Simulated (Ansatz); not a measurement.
`BSBS` and `BSB` differ in one atom or group.

Ansatz, PBE0-D4/def2-TZVP geometries, multiplicity 1. Each molecule was computed in one conformer, which needn't be the lowest.

```tsv
property	`BSBS`
LUMO energy (B3LYP/def2-TZVPP) / eV	-2.08
HOMO energy (PBE0/def2-TZVPP) / eV	-8.01
ideal-gas entropy at 298 K and 1 bar (rigid rotor, harmonic PBE0-D4/def2-TZVP) / J/(mol·K)	319
zero-point energy (PBE0-D4/def2-TZVP) / kJ/mol	120.3
HOMO energy (B3LYP/def2-TZVPP) / eV	-7.76
LUMO energy (PBE/def2-TZVPP) / eV	-2.85
```

Give the same properties after the change, and the shifts. (Estimate.)

The calculation gave: 
```json
{"property": "LUMO energy (B3LYP/def2-TZVPP) / eV", "`BSB`": "-2.50", "shift": "-0.42"}
{"property": "HOMO energy (PBE0/def2-TZVPP) / eV", "`BSB`": "-8.72", "shift": "-0.71"}
{"property": "ideal-gas entropy at 298 K and 1 bar (rigid rotor, harmonic PBE0-D4/def2-TZVP) / J/(mol·K)", "`BSB`": "274", "shift": "-45"}
{"property": "zero-point energy (PBE0-D4/def2-TZVP) / kJ/mol", "`BSB`": "114.0", "shift": "-6.3"}
{"property": "HOMO energy (B3LYP/def2-TZVPP) / eV", "`BSB`": "-8.50", "shift": "-0.74"}
{"property": "LUMO energy (PBE/def2-TZVPP) / eV", "`BSB`": "-3.33", "shift": "-0.48"}
```

With PBE0 the HOMO falls by 0.71 eV and the LUMO falls by 0.40 eV, so the gap widens by about 0.31 eV. PBE moves the HOMO by -0.52 eV and ωB97M-V by -0.84 eV. The zero-point energy changes by -6.3 kJ/mol with -3 modes.

B3LYP here is the variant with VWN-RPA as its local correlation; programs differ in this.
